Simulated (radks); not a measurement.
Question: Radial electron density D(r) = 4 pi r^2 rho(r) of an atom or ion with 16 electrons. Calculated with a radial shooting solver on a logarithmic mesh with Libxc functionals: scalar-relativistic Kohn-Sham, BLYP, spin-polarised, spherical densities, finite nucleus; Fermi nuclear charge, rms radius of each element as measured or else 0.836 A^(1/3) + 0.57 fm.

```
   r/bohr * D(r) (the largest magnitude, 29.6, reaches the edge; | marks zero)
 0.006908 |      *
 0.008711 |         *
  0.01099 |              *
  0.01385 |                   *
  0.01747 |                          *
  0.02204 |                                  *
  0.02757 |                                         *
  0.03477 |                                               *
  0.04384 |                                                  *
  0.05529 |                                                 *
  0.06973 |                                            *
  0.08794 |                                       *
   0.1109 |                                      *
   0.1387 |                                           *
    0.175 |                                                   *
   0.2207 |                                                      *
   0.2783 |                                               *
   0.3509 |                               *
   0.4426 |                 *
   0.5582 |             *
   0.6983 |               *
   0.8806 |              *
    1.111 |        *
    1.401 |  *
    1.766 |*
    2.228 *
    2.809 *
```

What is the nuclear charge?

Answer: Z = 23. The innermost maximum, from 1s, lies near gamma/Z bohr with gamma = sqrt(1 - (Z/c)^2) = 0.986, here 0.0429 bohr (found: 0.0460), and its height grows with Z. The density is that of the vanadium ion V7+ in [Ne] 3s2 3p4; the configuration itself is not fixed sharply by these data, and Z only to about a unit. D(r) has 3 maxima, at r = 0.0460, 0.214, 0.756 bohr, and minima at 0.103, 0.554 bohr, inside which lie 2.13, 10.43 electrons.
